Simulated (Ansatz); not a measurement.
`OC1(F)NB1[SiH3]`. Charge 0, multiplicity 1. The structure was optimised at the PBE0-D4/def2-TZVP level. It is one conformer, not always the lowest.

```xyz
11

O    -1.738   -0.374    1.662
C    -0.879    0.462    0.995
F    -1.386    1.746    1.026
N     0.472    0.348    1.318
B     0.249    0.069   -0.001
Si    1.060   -0.465   -1.739
H    -2.568   -0.402    1.178
H     1.034    0.421    2.152
H     0.398   -1.703   -2.229
H     0.836    0.615   -2.736
H     2.522   -0.717   -1.624
```

Task: What is the dipole moment at ωB97M-V/def2-TZVPP? (Estimate.)

Result: Computed: 1.19 D, with components (0.79, -0.88, -0.04) D in this frame, pointing from negative to positive charge.

Task: And with PBE, r2SCAN, B3LYP? (An estimate is asked.)

Result: Computed: PBE 1.02 D, r2SCAN 1.08 D, B3LYP 1.16 D.

Task: Give the Mulliken charges with ωB97M-V, B3LYP, PBE in def2-TZVPP. (Best estimate.)

Result: Computed: 
```json
{"atom": "O1", "ωB97M-V": "-0.29", "B3LYP": "-0.30", "PBE": "-0.27"}
{"atom": "C2", "ωB97M-V": "0.30", "B3LYP": "0.34", "PBE": "0.26"}
{"atom": "F3", "ωB97M-V": "-0.22", "B3LYP": "-0.23", "PBE": "-0.19"}
{"atom": "N4", "ωB97M-V": "-0.11", "B3LYP": "-0.11", "PBE": "-0.07"}
{"atom": "B5", "ωB97M-V": "0.02", "B3LYP": "0.00", "PBE": "-0.08"}
{"atom": "Si6", "ωB97M-V": "0.03", "B3LYP": "0.12", "PBE": "0.09"}
{"atom": "H7", "ωB97M-V": "0.20", "B3LYP": "0.21", "PBE": "0.21"}
{"atom": "H8", "ωB97M-V": "0.14", "B3LYP": "0.17", "PBE": "0.18"}
{"atom": "H9", "ωB97M-V": "-0.02", "B3LYP": "-0.06", "PBE": "-0.04"}
{"atom": "H10", "ωB97M-V": "-0.02", "B3LYP": "-0.06", "PBE": "-0.04"}
{"atom": "H11", "ωB97M-V": "-0.03", "B3LYP": "-0.07", "PBE": "-0.05"}
```

B3LYP here is the variant with VWN-RPA as its local correlation; programs differ in this.
